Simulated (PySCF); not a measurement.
C2H8AlFSi, SMILES [CH3][Al]([CH3])[SiH2]F.

Geometry: ωB97X-D3(BJ)/def2-SVP. The structure was generated by enumeration; whether it is a known compound was not checked. Other conformers were not sampled.

Two levels are set side by side: PBE/def2-TZVP (PySCF) and r2SCAN/def2-TZVP (PySCF). Same geometry, gas phase. Differences are taken from unrounded values.

```
quantity                     r2SCAN    PBE  PBE minus r2SCAN
---------------------------  ------  -----  ----------------
orbital gap (eV)               4.25   3.77             -0.48
highest occupied level (eV)   -6.30  -6.05              0.25
lowest empty level (eV)       -2.05  -2.28             -0.23
dipole moment (D)              2.22   2.19             -0.03
mean polarisability (bohr³)    81.2   84.0               2.8
```

Rough cost on one machine, each run with all the roots and properties that it gave: r2SCAN against PBE about 4 times.
